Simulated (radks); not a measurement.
The numbers below are computed, except where a source is named.
Q: All-electron atom: Pt II in [Xe] 4f14 5d9. Level of theory: scalar-relativistic Kohn-Sham, SCAN, spin-polarised, spherical densities, finite nucleus; open shells are filled with parallel spins first (spin-orbit coupling, left out, can overturn this in heavy ions); meta-GGA in the generalised Kohn-Sham scheme; Fermi nuclear charge, rms radius 5.427 fm (a radial shooting solver on a logarithmic mesh with Libxc functionals). Some entries of the table are withheld. Estimate them.

orbital,occ.,eigenvalue (hartree),<1/r> (bohr^-1)
1s up,1,-2884.894,93.92
1s down,1,-2884.894,93.92
2s up,1,-508.0852,22.04
2s down,1,-508.0835,22.04
2p up,3,-440.3002,19.67
2p down,3,-440.2985,19.67
3s up,1,-120.0338,8.174
3s down,1,-120.0331,8.174
3p up,3,-100.1768,7.470
3p down,3,-100.1758,7.470
3d up,5,-78.58580,7.027
3d down,5,-78.58408,7.027
4s up,1,-26.25489,3.489
4s down,1,-26.25149,3.489
4p up,3,-19.71309,3.158
4p down,3,-19.71003,3.158
4d up,5,-11.73471,2.826
4d down,5,-11.73132,2.826
5s up,1,-4.12992,(1)
5s down,1,-4.10165,(2)
4f up,7,-2.90712,2.388
4f down,7,-2.90275,2.390
5p up,3,-2.43014,1.195
5p down,3,-2.39644,1.198
5d up,5,-0.54339,0.8087
5d down,4,-0.51443,0.8034

A: 
(1) 5s up <1/r> (bohr^-1): 1.408
(2) 5s down <1/r> (bohr^-1): 1.413
